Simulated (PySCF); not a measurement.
The vertical singlet excitations below were computed for one of the candidates. The calculation used TDDFT CAM-B3LYP/def2-SVPD, vertical, gas phase, core orbitals frozen in the response in PySCF 2.14.0, density-fitted response routines. Geometries: GFN2-xTB, one conformer each.

| state | E (eV) | f |
| --- | --- | --- |
| S1 | 2.35 | 0.0001 |
| S2 | 5.23 | 0.0067 |
| S3 | 5.38 | 0.0002 |
| S4 | 5.86 | 0.0001 |
| S5 | 6.49 | 0.0001 |
| S6 | 6.73 | 0.0081 |
| S7 | 6.74 | 0.805 |
| S8 | 6.77 | 0.0045 |

Triplets computed (Tamm–Dancoff): 1.97, 4.09, 4.61 eV.

Problem. Which candidate is it? All have the formula C5H3FO.
A. `C#CC(=O)/C=C\F`
B. `CC#CC(F)=C=O`
C. `C#CC(=O)C(=C)F`

Solution. B. Its S1, at 2.35 eV, is the lowest among the candidates; the nearest of the others has S1 at 3.74 eV. S1 is HOMO→LUMO (95%). Löwdin shares by element: HOMO carbon 57% or more, oxygen 15% (atoms not listed hold the other 28%); LUMO carbon 48% or more, oxygen 28%, fluorine 9% (atoms not listed hold the other 16%). At the same level the other candidates give, for their lowest levels:
- `C#CC(=O)/C=C\F`: 3.81 eV (f 0.000); 4.78 eV (f 0.000); 5.54 eV (f 0.136); 5.85 eV (f 0.233); 7.01 eV (f 0.000); T1 3.28 eV; HOMO -9.61, LUMO -1.34 eV
- `C#CC(=O)C(=C)F`: 3.74 eV (f 0.000); 4.78 eV (f 0.000); 5.18 eV (f 0.212); 5.61 eV (f 0.106); 7.04 eV (f 0.000); T1 3.22 eV; HOMO -9.66, LUMO -1.70 eV
